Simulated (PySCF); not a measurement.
## Calculated data, CH7BGeN

Calculation on a computer-drawn molecule: optimised geometry and harmonic frequencies of an isolated molecule of the commonest isotopes, restricted reference for singlets and unrestricted otherwise, frozen core in MP2; on germanium a core potential holds 10 electrons, which the energies leave out, and 3d is frozen in MP2 and coupled-cluster steps. Program: PySCF 2.14.0.

### CH7BGeN

Start structure:
```xyz
11
CH7BGeN
B      1.2610    -1.7692    -2.3541
Ge     0.7457    -1.6602    -0.5224
C      0.8778     0.2293     0.1535
N     -0.0111     1.2063    -0.4462
H      2.2566    -1.9015    -3.0330
H     -0.6659    -2.0813    -0.1630
H      1.5537    -2.4561     0.5482
H      0.7027     0.2588     1.2380
H      1.9361     0.6196    -0.0625
H     -0.9956     0.8201    -0.2798
H      0.0695     1.3241    -1.3967
```

It was run with charge 0, multiplicity 2, method HF, basis cc-pVDZ and basis and core potential on germanium cc-pVDZ-PP ECP10MDF.

Results for CH7BGeN: rotational constants 8.062, 2.997, 2.417 GHz; total energy -414.3559 hartree; spin squared 0.7569; convergence status largest gradient component 1.995e-05 hartree/bohr.

Drawn bonds:
```csv
atom,other atom,order
1,2,1
2,3,1
3,4,1
1,5,1
2,6,1
2,7,1
3,8,1
3,9,1
4,10,1
4,11,1
```

Optimised structure:
```xyz
11
CH7BGeN
B      1.4097    -1.5903    -2.4415
Ge     0.8780    -1.5444    -0.4347
C      0.8293     0.3093     0.2768
N     -0.0622     1.2305    -0.4199
H      1.8703    -2.4272    -3.1611
H     -0.5491    -2.1278    -0.3681
H      1.7940    -2.4329     0.4296
H      0.5419     0.2689     1.3298
H      1.8418     0.7195     0.2589
H     -1.0093     0.8913    -0.3947
H      0.1861     1.2931    -1.3931
```

Modes:
```csv
frequency (cm⁻¹),reduced mass (dalton)
89.53,2.346
147.8,2.093
209.1,1.511
270.4,1.572
302.4,1.356
404.7,1.315
559.9,2.188
585.3,2.506
631,1.453
675.3,1.486
775.3,1.164
856.5,1.245
935.5,1.026
996.1,1.421
1152,3.466
1164,1.031
1372,1.279
1487,1.214
1566,1.085
1787,1.088
2161,1.023
2172,1.017
2757,1.095
3190,1.06
3239,1.106
3711,1.051
3789,1.093
```
